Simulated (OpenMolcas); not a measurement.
Mn2+: effect of the IPEA shift

```yaml
Program: OpenMolcas
Basis: ANO-RCC-VTZP [6s5p3d2f1g]
Scalar_Hamiltonian: DKH2, point nucleus
Active_space: 5 electrons in 9 orbitals (RAS2 3d 4s; RAS3 4p, at most 2 electrons)
State_averaging: 2S+1 = 6 even, 6 roots; 2S+1 = 4 even, 64 roots kept (CI in the orbitals of an earlier block); 2S+1 = 2 even, 88 roots kept (CI in the orbitals of an earlier block); 2S+1 = 6 odd, 15 roots; 2S+1 = 4 odd, 10 roots kept (CI in the orbitals of an earlier block); 2S+1 = 2 odd, 9 roots kept (CI in the orbitals of an earlier block, 0 in the spin-orbit step)
Spin-orbit_coupling: state interaction with AMFI integrals over the reference wave functions, term energies averaged over their components
```

Methods on the same reference wave functions:
A. RASSCF
B. MS-RASPT2, IPEA 0 Eh, imaginary shift 0.1 Eh (closed shells correlated: 3s 3p)
C. MS-RASPT2, IPEA 0.25 Eh, imaginary shift 0.1 Eh (closed shells correlated: 3s 3p)

Energies in cm-1 above 3d5 6S 5/2, the measured ground level; measured values from Corliss and Sugar, J. Phys. Chem. Ref. Data 6, 1253 (1977).

```csv
Level,A,B,C,Measured
3d5 6S 5/2,0.0,0.0,0.0,0.0
3d5 4G 5/2,34186,27060,27280,
3d5 4G 7/2,34202,27090,27300,26860
3d5 4G 11/2,34206,27090,27310,
3d5 4G 9/2,34212,27100,27310,
3d5 4P 5/2,38885,29080,29550,29168
3d5 4P 3/2,38926,29130,29600,
3d5 4P 1/2,38972,29180,29660,
3d5 4D 7/2,42416,32050,32420,32307
3d5 4D 1/2,42466,32110,32490,32369
3d5 4D 3/2,42499,32150,32520,
3d5 4D 5/2,42505,32160,32530,32384
3d5 2I 11/2,48832,39690,40180,39174
3d5 2I 13/2,48871,39750,40240,39176
3d4 4s 6D 1/2,51444,62240,61890,62457
3d4 4s 6D 3/2,51556,62360,62000,62568
3d4 4s 6D 5/2,51741,62540,62190,62748
3d4 4s 6D 7/2,51994,62800,62440,62989
3d4 4s 6D 9/2,52312,63110,62760,63285
3d5 2D 5/2(1) [73 %],54434,40920,41760,41238
3d5 2D 3/2(1),54880,41300,42130,41570
3d5 2F 7/2(1),55915,42570,43370,42606
3d5 4F 9/2,57012,43260,43780,43573
3d5 4F 7/2,57043,43290,43820,43602
```

Deviations, from unrounded energies. A percentage is the sum of absolute deviations over the sum of measured energies, with the sign that they share, or ± where signs differ.

```json
{"Against measurement": "mean absolute deviation (cm-1)", "Levels": "17", "A": "11000", "B": "260", "C": "490"}
{"Against measurement": "other terms of the ground configuration (%)", "Levels": "12", "A": "+30.1", "B": "±0.8", "C": "+1.2"}
{"Against measurement": "other configurations (%)", "Levels": "5", "A": "-17.5", "B": "-0.3", "C": "-0.9"}
```

B lies closest to measurement on these levels and A furthest from it. The largest miss of B in the table is 3d5 2I 13/2, by +570 cm-1. The ranking rests on the paired levels alone, and a cruder setting can come out closer through cancelling errors.

Between B and C the level of the table that moves most is 3d5 2D 5/2(1) [73 %], by 840 cm-1 (lowest in B, highest in C). Moves below CASPT2's spread within the term are not significant.

The mean deviations of B to C differ by less than CASPT2's widest spread within a term (490 cm-1), so their order carries little weight.

From A to B the spin-free energies of the other terms of 3d5 shown, above 6S, scale by factors of 0.75 to 0.81, as is usual when dynamic correlation screens the repulsion within a d or f shell.

The lowest spin-free term lies below A's lowest term by 0.460 hartree in B, 0.450 hartree in C.

CASPT2 does not keep the components of a term degenerate, so their means are used; among the terms shown or strongly mixed into the levels shown the widest spread is 490 cm-1 (3d5 4F, C). Over all roots computed the reference weight is 0.85 to 0.95 in B, 0.87 to 0.95 in C; the roots of lowest weight are the least certain, and an intruder state may touch them. Some high roots are left out of the spin-orbit mixing, which shifts the levels that they would mix with. Terms from blocks run as CI alone lack orbitals of their own. A single d shell beside an s shell can misplace configurations of different d count against each other. Without dynamic correlation excited terms often stand tens of per cent too high (terms of higher spin than the ground term too low), and those without a measured partner can miss by more than the paired ones (holds for A). Blocks of more than 70 roots (2S+1 = 2 even) ran without multistate coupling (holds for B; C). The CASPT2 spread within a term exceeds the gap to the next term for 3d5 2F(1) and 3d5 4F, so the order of their levels is uncertain, and so are names and mixing where such terms share a J (holds for C). Computed and measured levels are paired by configuration, term and J; levels that our copy of the source lacks, or whose pairing is in doubt (as where it misses far off the trend of its configuration), stay unpaired and out of the deviations. Levels of configurations outside the active space are missing. The table leaves out levels that lie high or whose names do not pair safely across all columns.

A share in square brackets marks a mixed level and gives the weight of the term that names it, the lowest over the columns. A number in round brackets counts repeated terms of one configuration in the order of the reference energies.
